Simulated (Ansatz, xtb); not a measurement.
**Relative energy of two structures of C2H3B2F**

Structure I is `CB=C=BF`, a singlet and structure II is a singlet given by its coordinates. Both are isolated molecules in the gas phase, relaxed with B3LYP-D3(BJ)/def2-SVP.

I (Å):

```xyz
8

C    -2.9751    0.1212   -0.6004
C    -0.9407    1.7060    0.7149
B    -1.8989    0.9592    0.0950
B     0.0135    2.4529    1.3351
F     0.9164    3.1599    1.9221
H    -3.9621    0.2801   -0.1345
H    -3.0570    0.3891   -1.6672
H    -2.7404   -0.9547   -0.5382
```

II (Å):

```xyz
8

C    -1.2967    1.3201   -0.5820
C    -2.5421    0.5726    0.5479
B    -2.2485    2.0342    0.3399
B    -1.0802    0.2167    0.4252
F    -2.6608    3.2438    0.6857
H    -1.1008    1.3657   -1.6587
H    -0.2855   -0.6128    0.7523
H    -3.4455   -0.0417    0.4687
```

Close contacts (Å): C1–B3 1.51, C1–B4 1.51, C2–B3 1.51, C2–B4 1.51, B3–F5 1.32, C1–H6 1.10, C2–H8 1.10, B4–H7 1.19.

Q: Which of the two would you expect CCSD(T)/def2-SVP + ΔMP2/def2-TZVPP electronic energies to favour?

A: Structure II; the calculation gives E(II) − E(I) = −4.37 kJ/mol.

How the difference moves with the method:

| level | geometry | E(II) − E(I) (kJ/mol) | departure from the last row (kJ/mol) | job, with rough time for the two |
| --- | --- | --- | --- | --- |
| B3LYP-D3(BJ)/def2-SVP | B3LYP-D3(BJ)/def2-SVP | +5.71 | +10.09 | optimisation, 38 s |
| HF/def2-SVP | B3LYP-D3(BJ)/def2-SVP | −14.93 | −10.55 | part of the CCSD(T) run |
| MP2/def2-SVP | B3LYP-D3(BJ)/def2-SVP | −15.56 | −11.18 | part of the CCSD(T) run |
| CCSD(T)/def2-SVP | B3LYP-D3(BJ)/def2-SVP | −16.07 | −11.70 | single point |
| CCSD(T)/def2-SVP + ΔMP2/def2-TZVPP | B3LYP-D3(BJ)/def2-SVP | −4.37 |  | single point, 36 s |

B3LYP-D3(BJ)/def2-SVP puts the two in the other order. The largest departure from CCSD(T)/def2-SVP + ΔMP2/def2-TZVPP is that of CCSD(T)/def2-SVP, 11.70 kJ/mol. Levels run at GFN2-xTB geometries aren't shown. The last row adds to CCSD(T) the change of the MP2 difference between the two basis sets, here +11.70 kJ/mol.

With harmonic frequencies from B3LYP-D3(BJ)/def2-SVP (ideal gas, rigid rotor, one conformer each, 298.15 K, 1 atm): the zero-point term adds −3.09 kJ/mol; ΔH is −10.65 and ΔG −6.52 kJ/mol.

The correlated steps freeze 5 core orbitals. Run with Ansatz 0.2.0; the last row on 1 thread of AMD EPYC 7R43 64-Core Processor (Zen 3) on a shared host.
